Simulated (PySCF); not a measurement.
C2H9B2F3N2.
Numbering: `[F:1][C:2]([F:3])([F:4])[CH2:5][NH+:6]1[BH2-:7][NH2+:8][BH2-:9]1`

Cartesian coordinates in Å at the PBE0-D3(BJ)/def2-SVP level; atoms count from 1:
```xyz
18
C2H9B2F3N2 angstrom
F     -3.6048    0.2689   -0.1905
C     -2.4695   -0.0493    0.4319
F     -2.3472    0.7377    1.4971
F     -2.5868   -1.3101    0.8796
C     -1.2999    0.0647   -0.5177
N     -0.0559   -0.3623    0.0909
B      1.2487   -0.3854   -0.8411
N      2.1060    0.4481    0.2051
B      0.7634    0.6366    1.0441
H     -1.2122    1.1092   -0.8437
H     -1.5388   -0.5508   -1.3994
H     -0.2011   -1.2699    0.5303
H      1.6679   -1.5157   -1.0164
H      1.0492    0.2512   -1.8601
H      2.8363   -0.0780    0.6768
H      2.5141    1.3059   -0.1542
H      0.3378    1.7709    0.9358
H      0.8524    0.2239    2.1849
```

Probes without a nucleus sit at each ring's centroid and 1 Å off its mean plane on both sides; NICS is minus the shielding there, NICSzz its component along the normal. Level: GIAO PBE0/pcSseg-1 (PySCF, non-relativistic, gas phase) on the PBE0-D3(BJ)/def2-SVP geometry, one conformer.

Ring bond lengths (Å), with Mayer bond orders in brackets: N6–B7 1.603 (0.68), B7–N8 1.589 (0.74), N8–B9 1.594 (0.72), B9–N6 1.606 (0.68).

Question: What do the NICS probes read (ppm)?

Answer: 
```
       ring                                                       type  NICS(0)  NICS(1), two faces  NICS(1)zz, two faces  rms pucker (Å)  centre to ring atoms, mean (Å)
N6–B7–N8–B9  4-membered ring with 2 B and 2 N; formal bonds all single     -5.3         -0.6 / -0.5             2.6 / 1.7            0.05                            1.13
```

Question: What do they say, and how far can they be read as aromaticity?

Answer: 
- N6–B7–N8–B9: mean NICS(1)zz 2.1 ppm, near zero. N6, B7, N8, B9 have four or more neighbours, so the value isn't read as a sign of a π ring current.

Question: At the second NICS(1) probe listed for ring N6–B7–N8–B9, 1 Å off the ring, what do the in-plane components average?

Answer: The isotropic value is a third of the trace: (3 × -0.5 − (1.7))/2 = -1.6 ppm.

Question: How shielded are the nuclei of the rings and their hydrogens (means over atoms taken as equivalent)?

Answer: 
```
   atoms                      environment  σ isotropic (ppm)  principal values of the symmetric part, first atom (ppm)
      N6  nitrogen bonded to 2 B, C and H              236.1                                       220.8, 225.5, 262.0
 B7 (×2)            four-coordinate boron              110.4                                        96.3, 107.2, 130.4
      N8   nitrogen bonded to 2 B and 2 H              242.9                                       231.8, 233.6, 263.1
     H12                     N–H hydrogen              29.27                                          20.9, 29.2, 37.7
H13 (×2)                     B–H hydrogen              27.78                                          24.1, 27.9, 31.4
H14 (×2)                     B–H hydrogen              28.07                                          24.4, 28.7, 31.3
     H15                     N–H hydrogen              29.63                                          23.2, 25.8, 39.9
     H16                     N–H hydrogen              29.64                                          22.6, 26.4, 39.9
```

Time: 42 s wall (grids of density and orbitals included); peak memory 0.81 GiB. Hardware: an Arm Neoverse V1 with one thread, shared host with 32 logical CPUs at a one-minute load of 33. This is the whole shielding run at PBE0/pcSseg-1, SCF included.
